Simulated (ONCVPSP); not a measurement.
Before and after: ONCV potential for manganese

| Item | Value |
| --- | --- |
| Element | Mn (Z = 25) |
| Generator | ONCVPSP 4.0.1 |
| Type | optimised norm-conserving Vanderbilt (ONCV) |
| Functional | LDA (Perdew-Zunger) |
| Relativity | fully relativistic |
| Frozen core | [Ne] |
| Valence charge | 15 |
| Reference configuration | 3s2 3p6 3d5 4s2 |
| Partial waves | 3s+4s: rc 1.40 bohr, ncon 4, nbas 8, qcut 7 1/bohr, 2 projectors; 3p: rc 0.85 bohr, ncon 4, nbas 9, qcut 9.1 1/bohr, 2 projectors, debl 0.8 Ha; 3d: rc 0.85 bohr, ncon 4, nbas 9, qcut 10.3 1/bohr, local |
| Local potential | the d channel |
| Core correction | none |

Open shells are filled in proportion to 2j + 1.

In the p channel the program set the typed energies aside and used -1.986, 0.250 Ha (j = l + 1/2; the other j can differ).

Change: core correction Teter function, fcfact 3.75, rcfact 1.65.

Cutoffs: the cutoffs (Ha) at which the residual kinetic energy of the hardest occupied pseudo-wave falls to 1 and 0.1 mHa per electron; they do not see the model core or the augmentation charge, which bear on the density cutoff. Errors are all-electron minus pseudo energies relative to the spin-unpolarised reference configuration.

Problem. How do hardness, ghosts and transferability respond?

Solution. The potential gets neither clearly harder nor softer (399 Ha and 458 Ha → 399 Ha and 458 Ha); both files keep a bound ghost (s); of the 4 tests that both files solve, the error grows in 1 and shrinks in 2 by more than 15 % and 0.3 meV (median size 2.3 → 1.6 meV). A model core, the more so a compact one, raises the density cutoff, which this test does not measure.

```csv
quantity,base,changed
"cutoff, loose",399 Ha,399 Ha
"cutoff, tight",458 Ha,458 Ha
bound ghosts,s,s
GHOST(+) flags under 300 eV,none,none
"largest miss of a reference level, eV",0.07,0.07
"error for 3s2 3p6 3d5 4s1, meV [ΔE 8.65 eV]",+0.7,+0.6
"error for 3s2 3p6 3d5 4s0, meV [ΔE 24.53 eV]",+3.5,+2.7
"error for 3s2 3p6 3d4 4s0, meV [ΔE 57.34 eV]",-3.8,-4.7
"error for 3s2 3p6 3d5 4s0 4p2, meV [ΔE 8.08 eV]",+1.1,+0.5
s: phases at 1.42 bohr within 0.05 rad from the reference energy up to (Ha; the scan ends near 5),to the end of the scan,to the end of the scan
p3/2: phases at 0.86 bohr within 0.05 rad from the reference energy up to (Ha; the scan ends near 5),to the end of the scan,to the end of the scan
p1/2: phases at 0.86 bohr within 0.05 rad from the reference energy up to (Ha; the scan ends near 5),to the end of the scan,to the end of the scan
d5/2: phases at 0.86 bohr within 0.05 rad from the reference energy up to (Ha; the scan ends near 5),to the end of the scan,to the end of the scan
d3/2: phases at 0.86 bohr within 0.05 rad from the reference energy up to (Ha; the scan ends near 5),to the end of the scan,to the end of the scan
```

Base: These tests converged, but a pseudo level misses the all-electron one widely, so the file describes the atom poorly there or has found another state: 3s2 3p6 3d5 4s0 4p2: empty 4s by 12.5 eV. Changed file: These tests converged, but a pseudo level misses the all-electron one widely, so the file describes the atom poorly there or has found another state: 3s2 3p6 3d5 4s0 4p2: empty 4s by 12.5 eV. A true bound ghost makes a file unfit for plane-wave use even where its test errors are small: the radial tests pick states by their node count and pass the ghost by.
